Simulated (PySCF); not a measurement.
## C+: ionisation energy

C+ [He] 2s2 2p1 (2P) → C(2+) [He] 2s2 (1S), as a difference of total energies. All numbers are calculated (PySCF 2.14, no relativity, point nucleus, in cc-pVTZ (4s3p2d1f, 30 functions)). Correlated levels: valence: 1s2 frozen. The calculations carry no spin-orbit coupling.

```tsv
method	ionisation energy (eV)	error (eV)
UHF	24.146	-0.232
TPSS	24.990	+0.612
LDA	24.748	+0.370
MP2 (valence)	24.356	-0.022
SCS-MP2 (valence)	24.316	-0.062
CCSD (valence)	24.191	-0.187
CCSD(T) (valence)	24.222	-0.156
```

Reference: 24.378 eV (measured; NIST levels, between the centres of gravity of the two terms).

Errors of the correlated levels include the incompleteness of this basis and the frozen core.

The coupled-cluster amplitudes are large for C(2+) (T1 above 0.03 or a double amplitude above 0.15), so a single reference is strained.
